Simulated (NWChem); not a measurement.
System: SnHF, singlet; SMILES [F][SnH]

The following NWChem deck was run.

```
start job
memory heap 200 mb stack 900 mb global 1100 mb
geometry units angstroms noautoz
  Sn     0.019398     0.304729     0.000000
  H     -1.763091     0.510438     0.000000
  F     -0.068641    -1.653478     0.000000
end
basis spherical
  * library def2-svp
end
ecp
  Sn library def2-ecp
end
dft
  xc b3lyp
  iterations 150
  mulliken
end
task dft energy
```

Excerpt of the output:

```
             Northwest Computational Chemistry Package (NWChem) 7.3.0
             --------------------------------------------------------

 CS  symmetry detected

                             Geometry "geometry" -> ""
                             -------------------------

 Output coordinates in angstroms (scale by  1.889725989 to convert to a.u.)

  No.       Tag          Charge          X              Y              Z
 ---- ---------------- ---------- -------------- -------------- --------------
    1 Sn                  50.0000     0.03330290     0.29156150     0.00000000
    2 H                    1.0000    -1.75500757     0.43828883     0.00000000
    3 F                    9.0000     0.00998474    -1.66848487     0.00000000

 Effective nuclear repulsion energy (a.u.)     137.9620694898

      Symmetry information
      --------------------

 Group name             Cs
 Group number              2
 Group order               2
 No. of unique centers     3

                                 NWChem DFT Module
                                 -----------------

 Summary of "ao basis" -> "ao basis" (spherical)
 ------------------------------------------------------------------------------
       Tag                 Description            Shells   Functions and Types
 ---------------- ------------------------------  ------  ---------------------
 Sn                         def2-svp                10       26   4s4p2d
 H                          def2-svp                 3        5   2s1p
 F                          def2-svp                 6       14   3s2p1d

      Symmetry analysis of basis
      --------------------------

        a'         32
        a"         13

            General Information
            -------------------
          SCF calculation type: DFT
          Wavefunction type:  closed shell.
          No. of atoms     :     3
          No. of electrons :    32
           Alpha electrons :    16
            Beta electrons :    16
          Charge           :     0
          Spin multiplicity:     1
          Use of symmetry is: on ; symmetry adaption is: on
          Maximum number of iterations: 150
          AO basis - number of functions:    45
                     number of shells:    19
          Convergence on energy requested:  1.00D-06
          Convergence on density requested:  1.00D-05
          Convergence on gradient requested:  5.00D-04

              XC Information
              --------------
                         B3LYP Method XC Potential
                     Hartree-Fock (Exact) Exchange  0.200
                        Slater Exchange Functional  0.800 local
                    Becke 1988 Exchange Functional  0.720 non-local
              Lee-Yang-Parr Correlation Functional  0.810
                  VWN I RPA Correlation Functional  0.190 local

             Grid Information
             ----------------
          Grid used for XC integration:  medium
          Radial quadrature: Mura-Knowles
          Angular quadrature: Lebedev.
          Tag              B.-S. Rad. Rad. Pts. Rad. Cut. Ang. Pts.
          ---              ---------- --------- --------- ---------
          Sn                  1.45      123           8.0       590
          H                   0.35       45           8.0       434
          F                   0.50       49           8.0       434
          Grid pruning is: on
          Number of quadrature shells:   217
          Spatial weights used:  Erf1

      Superposition of Atomic Density Guess
      -------------------------------------

 Sum of atomic energies:        -348.88753339

      Non-variational initial energy
      ------------------------------

 Total energy =    -312.936363
 1-e energy   =    -638.589466
 2-e energy   =     263.979390
 HOMO         =      -0.242627
 LUMO         =      -0.063193

      Symmetry analysis of molecular orbitals - initial
      -------------------------------------------------

  Numbering of irreducible representations:

     1 a'          2 a"

  Orbital symmetries:

     1 a'          2 a'          3 a'          4 a'          5 a"
     6 a'          7 a'          8 a'          9 a"         10 a"
    11 a'         12 a'         13 a'         14 a"         15 a'
    16 a'         17 a"         18 a'         19 a'         20 a'
    21 a'         22 a"         23 a'         24 a"         25 a'
    26 a"

     ---------------------------------------------
      Total Density - Mulliken Population Analysis
     ---------------------------------------------

    Atom       Charge   Shell Charges
 -----------   ------   -------------------------------------------------------
    1 Sn  22    20.95   1.60  0.43  1.18  0.69  3.27  2.72  0.59  0.41  9.78  0.28
    2 H    1     1.28   0.70  0.57  0.01
    3 F    9     9.77   1.99  1.16  0.81  3.58  2.23  0.00

   convergence    iter        energy       DeltaE   RMS-Dens  Diis-err
 ---------------- ----- ----------------- --------- --------- ---------
 d= 0,ls=0.0,diis     1   -314.6667636501 -3.76D+02  4.45D-02  5.44D-01
 d= 0,ls=0.0,diis     2   -313.9401816749  7.27D-01  2.94D-02  7.95D+00
 d= 0,ls=0.0,diis     3   -314.7427974259 -8.03D-01  2.58D-03  8.25D-03
 d= 0,ls=0.0,diis     4   -314.7435350186 -7.38D-04  1.01D-03  1.39D-03
 d= 0,ls=0.0,diis     5   -314.7437469807 -2.12D-04  2.20D-04  5.84D-05
  Resetting Diis
 d= 0,ls=0.0,diis     6   -314.7437571595 -1.02D-05  2.33D-05  1.47D-06
 d= 0,ls=0.0,diis     7   -314.7437573116 -1.52D-07  1.27D-05  9.98D-08
 d= 0,ls=0.0,diis     8   -314.7437572809  3.07D-08  7.26D-06  4.51D-07

         Total DFT energy =     -314.743757280859
      One electron energy =     -639.838007717858
           Coulomb energy =      292.406216878782
    Exchange-Corr. energy =      -28.985679788800
 Nuclear repulsion energy =       61.673713347017

 Numeric. integr. density =       32.000001899958

                  Occupations of the irreducible representations
                  ----------------------------------------------

                     irrep           alpha         beta
                     --------     --------     --------
                     a'               12.0         12.0
                     a"                4.0          4.0

                       DFT Final Molecular Orbital Analysis
                       ------------------------------------

 Vector   14  Occ=2.000000D+00  E=-3.602479D-01  Symmetry=a"
              MO Center=  1.1D-02, -1.6D+00, -3.0D-15, r^2= 7.1D-01
   Bfn.  Coefficient  Atom+Function         Bfn.  Coefficient  Atom+Function
  ----- ------------  ---------------      ----- ------------  ---------------
    37      0.634751  3 F  pz                40     -0.452617  3 F  pz
    13     -0.121618  1 Sn pz                16     -0.101998  1 Sn pz
    18     -0.072972  1 Sn d -1              23      0.060000  1 Sn d -1
    10      0.041185  1 Sn pz                 7      0.038931  1 Sn pz

 Vector   15  Occ=2.000000D+00  E=-3.507362D-01  Symmetry=a'
              MO Center= -5.2D-02, -1.0D+00,  4.5D-16, r^2= 2.1D+00
   Bfn.  Coefficient  Atom+Function         Bfn.  Coefficient  Atom+Function
  ----- ------------  ---------------      ----- ------------  ---------------
    35      0.422937  3 F  px                36     -0.394441  3 F  py
    38     -0.301032  3 F  px                39      0.277063  3 F  py
     3     -0.248572  1 Sn s                 12     -0.209961  1 Sn py
     4     -0.158750  1 Sn s                 27     -0.123608  2 H  s
     2      0.108760  1 Sn s                  1      0.092616  1 Sn s

 Vector   16  Occ=2.000000D+00  E=-2.481873D-01  Symmetry=a'
              MO Center= -2.9D-01,  3.2D-01,  3.2D-15, r^2= 3.2D+00
   Bfn.  Coefficient  Atom+Function         Bfn.  Coefficient  Atom+Function
  ----- ------------  ---------------      ----- ------------  ---------------
     3      0.376795  1 Sn s                 11      0.350409  1 Sn px
    27     -0.327876  2 H  s                 28     -0.317370  2 H  s
     4      0.313980  1 Sn s                 35      0.196873  3 F  px
    14      0.167084  1 Sn px                38     -0.154516  3 F  px
     2     -0.152755  1 Sn s                  1     -0.126943  1 Sn s

 Vector   17  Occ=0.000000D+00  E=-1.119189D-01  Symmetry=a"
              MO Center=  1.8D-02,  2.8D-01, -2.8D-15, r^2= 3.3D+00
   Bfn.  Coefficient  Atom+Function         Bfn.  Coefficient  Atom+Function
  ----- ------------  ---------------      ----- ------------  ---------------
    16      0.575326  1 Sn pz                13      0.550215  1 Sn pz
    37      0.187416  3 F  pz                10     -0.174003  1 Sn pz
    40     -0.163687  3 F  pz                 7     -0.162161  1 Sn pz
    23      0.044546  1 Sn d -1              18     -0.032614  1 Sn d -1

 Vector   18  Occ=0.000000D+00  E=-2.406108D-02  Symmetry=a'
              MO Center=  9.6D-02,  3.6D-01,  4.0D-15, r^2= 4.2D+00
   Bfn.  Coefficient  Atom+Function         Bfn.  Coefficient  Atom+Function
  ----- ------------  ---------------      ----- ------------  ---------------
    15      0.794082  1 Sn py                12      0.351766  1 Sn py
    34      0.322861  3 F  s                 14     -0.286430  1 Sn px
    28     -0.264535  2 H  s                 36     -0.207683  3 F  py
     3     -0.192863  1 Sn s                 39      0.180958  3 F  py
     9     -0.126087  1 Sn py                21      0.121721  1 Sn d  2

[...]
```

Level: B3LYP/def2-SVP with def2 effective core potentials on Sn. Low-valent species are run as closed-shell singlets; no triplet was tried in these runs. Structure relaxed at the PBE0/def2-SVP level. B3LYP is NWChem's, with the RPA form of VWN correlation. def2 effective core potentials on Sn; no spin-orbit coupling.
